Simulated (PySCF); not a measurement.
ReF₆, SMILES [F][Re+]([F])([F])([F])([F])[F], charge +1, multiplicity 1. Geometry: PBE-D3(BJ)/def2-SVP. The multiplicity is an assumed one; no other spin state was optimised. The isomer is the one that the SMILES or the coordinates give; other isomers of the formula were not compared. The def2 effective core potentials stand for the cores of Re; spin–orbit coupling is left out.

Calculation: PBE-D3(BJ)/def2-SVP (PySCF 2.14.0).

Harmonic wavenumbers (cm⁻¹): 144, 144, 144, 252, 252, 252, 325, 325, 325, 714, 714, 755, 762, 762, 762. Rotational constants (GHz): 2.005, 2.005, 2.005; symmetry number 24.

Work out the zero-point energy and the ideal-gas rigid-rotor harmonic-oscillator thermochemistry at 298.15 K and 1 atm.

ZPE = ½ Σ hcν = ½ × 6635 cm⁻¹ = 39.68 kJ/mol. H − E(el) = 63.14 kJ/mol. Entropy in J/(mol K): translation 179.89, rotation 91.06, vibration 78.59, total 349.54. G − E(el) = -41.08 kJ/mol. Cp = 118.43 J/(mol K). Modes under 150 cm⁻¹ make the vibrational entropy uncertain.
